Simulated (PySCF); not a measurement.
Electronic absorption of isothiocyanate diacetylene

Species: isothiocyanate diacetylene, C₅HNS.
Cartesian coordinates in Å at the PBE0-D3(BJ)/def2-SVP level; atoms count from 1:
```xyz
8
C5HNS angstrom
C      2.9932    0.3133    0.3535
C      1.8019    0.3738    0.1025
C      0.4704    0.4406   -0.1791
C     -0.7277    0.5002   -0.4328
N     -1.9809    0.5621   -0.6988
C     -3.1475    0.6092   -0.9651
S     -4.6756    0.6735   -1.3088
H      4.0434    0.2597    0.5744
```

Computed with TDDFT CAM-B3LYP/def2-SVPD, vertical, gas phase, core orbitals frozen in the response (PySCF).

Q: List the vertical singlet excitations with oscillator strengths and describe the spectrum.

A: 

```tsv
state	λ (nm)	E (eV)	f	main configurations (H = HOMO, L = LUMO)
S1	352.5	3.52	0.0000	H-1/H→L/L+1 (≥92%)
S2	338.5	3.66	0.0000	H-1/H→L/L+1 (≥86%)
S3	338.5	3.66	0.0000	H-1/H→L/L+1 (≥86%)
S4	236.5	5.24	0.0000	H-3/H-2→L/L+1 (≥72%), H-1/H→L+6 (≥12%)
S5	226.0	5.49	0.0000	H-3/H-2→L/L+1 (≥64%)
S6	226.0	5.49	0.0000	H-3/H-2→L/L+1 (≥64%)
S7	203.6	6.09	3.574	H-1/H→L/L+1 (≥91%)
S8	194.4	6.38	0.021	H-1/H→L+2 (≥94%)
S9	194.4	6.38	0.022	H-1/H→L+2 (≥94%)
```

Triplets, Tamm–Dancoff:

```tsv
state	E (eV)	λ (nm)	main configurations (H = HOMO, L = LUMO)
T1	2.97	417.2	H-1/H→L/L+1 (≥88%)
T2	3.24	382.2	H-1/H→L/L+1 (≥91%)
T3	3.24	382.2	H-1/H→L/L+1 (≥91%)
```

The lowest singlet lies at 3.52 eV (353 nm, ultraviolet) and is dark (f under 0.0005); its leading configuration is HOMO-1/HOMO→LUMO/LUMO+1 (≥92%). The strongest level in the table is S7 at 6.09 eV (204 nm, f = 3.574). S2/S3, S5/S6 and S8/S9 lie within about 0.01 eV of each other in each set; the point group C∞v has degenerate representations, and within a degenerate level the listed configurations can mix freely. Löwdin shares by element: HOMO (one of a set within 0.03 eV) carbon 46% or more, sulfur 23% (atoms not listed hold the other 31%); LUMO (one of a set within 0.03 eV) carbon 33% or more, sulfur 20%, nitrogen 13% (atoms not listed hold the other 34%). Of the 9 states listed, 3 reach f = 0.01 and 6 stay under 0.0005. The oscillator strengths of these states sum to 3.618; summed over the whole spectrum of an exact calculation they would give the number of electrons, 54 (Thomas–Reiche–Kuhn). Orbital energies (eV): HOMO-3 -10.25, HOMO-2 -10.25, HOMO-1 -8.20, HOMO -8.20, LUMO -1.08, LUMO+1 -1.08, LUMO+2 0.91. No computed singlet lies in the visible range (380 to 750 nm); the lowest, at 353 nm, stands 0.25 eV above its violet end (3.26 eV); a Tamm–Dancoff triplet lies at 417 nm, without intensity as long as spin–orbit coupling is left out. All these states lie below the vertical ionisation energy of 8.91 eV (ΔSCF). Orbitals of the list HOMO-3 to LUMO+2 that lie within 0.01 eV of each other are written together with a slash and their weights summed (≥ marks a lower bound); for degenerate orbitals outside that list single weights are arbitrary. Singlets were solved by full linear response, triplets in the Tamm–Dancoff approximation. The highest level found (6.76 eV, f 0.0000 so far) is left out, since the window may have cut off a degenerate partner.
